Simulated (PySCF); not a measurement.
TaBr4, SMILES [Br][Ta]([Br])([Br])[Br] (connectivity only; charge and spin as stated), neutral, multiplicity 2. Atoms are numbered in the order given.

```xyz
5

Ta     0.0000     0.0000     0.0000
Br     1.5159    -1.5159     1.1676
Br    -1.5159     1.5159     1.1676
Br     1.5159     1.5159    -1.1676
Br    -1.5159    -1.5159    -1.1676
```
Charge 0, spin multiplicity 2.

Geometry: r2SCAN-D4/def2-SVP. The spin state was assumed, not searched. The def2 effective core potentials stand for the cores of Ta; spin–orbit coupling is left out.

Calculation: ωB97X/def2-TZVP run with PySCF.

ESP charges are fitted to the potential on shells at 1.4 to 2.0 van der Waals radii. Atomic charges (e):

```csv
atom,ESP fit,Mulliken,Mulliken spin
Ta1,0.25,0.97,0.91
Br2,-0.06,-0.24,0.02
Br3,-0.06,-0.24,0.02
Br4,-0.06,-0.24,0.02
Br5,-0.06,-0.24,0.02
```
